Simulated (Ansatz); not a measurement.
`F[SiH2][SeH]` and `N[SiH2][SeH]` differ in one atom or group.

Ansatz, PBE0-D4/def2-TZVP geometries, multiplicity 1. Each molecule was computed in one conformer, which needn't be the lowest.

Scalar relativity is left out up to krypton.

| property | `F[SiH2][SeH]` |
| --- | --- |
| ideal-gas entropy at 298 K and 1 bar (rigid rotor, harmonic PBE0-D4/def2-TZVP) / J/(mol·K) | 306 |
| HOMO–LUMO gap (PBE/def2-TZVPP) / eV | 5.30 |
| LUMO energy (B3LYP/def2-TZVPP) / eV | -0.49 |
| HOMO energy (PBE0/def2-TZVPP) / eV | -7.54 |
| size of the dipole moment (ωB97M-V/def2-TZVPP) / D | 1.11 |
| size of the dipole moment (B3LYP/def2-TZVPP) / D | 1.13 |

Task: Give the same properties after the change, and the shifts. (An estimate is asked.)

Result: The calculation gave: 
| property | `N[SiH2][SeH]` | shift |
| --- | --- | --- |
| ideal-gas entropy at 298 K and 1 bar (rigid rotor, harmonic PBE0-D4/def2-TZVP) / J/(mol·K) | 322 | 16 |
| HOMO–LUMO gap (PBE/def2-TZVPP) / eV | 5.05 | -0.25 |
| LUMO energy (B3LYP/def2-TZVPP) / eV | -0.09 | 0.40 |
| HOMO energy (PBE0/def2-TZVPP) / eV | -6.88 | 0.66 |
| size of the dipole moment (ωB97M-V/def2-TZVPP) / D | 1.98 | 0.87 |
| size of the dipole moment (B3LYP/def2-TZVPP) / D | 1.94 | 0.81 |

With PBE0 the HOMO rises by 0.66 eV and the LUMO rises by 0.40 eV, so the gap narrows by about 0.26 eV. PBE moves the HOMO by 0.68 eV and ωB97M-V by 0.67 eV. The zero-point energy changes by 60.9 kJ/mol with +6 modes. Dipoles are sizes alone; their direction can turn.

B3LYP here is the variant with VWN-RPA as its local correlation; programs differ in this.

Spin–orbit coupling is left out; it splits and shifts lone-pair levels of the heavy atoms by tenths of an eV.
